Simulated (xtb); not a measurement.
CMgO, SMILES O=[C][Mg] (connectivity only; charge and spin as stated), neutral, multiplicity 1. All values are semi-empirical tight-binding results from xtb (GFN2-xTB unless named), good for trends rather than for accurate numbers. Geometry: GFN2-xTB.

For metal compounds this method's bond lengths and energies can be far off.

Computed properties:
```json
{
 "point_group_as_xtb_finds_it": "Cs",
 "orbital_gap": "1.14 eV",
 "zero_point_energy": "3.6 kcal/mol",
 "G − E(el) at 298.15 K (modified RRHO)": "-12.3 kcal/mol"
}
```
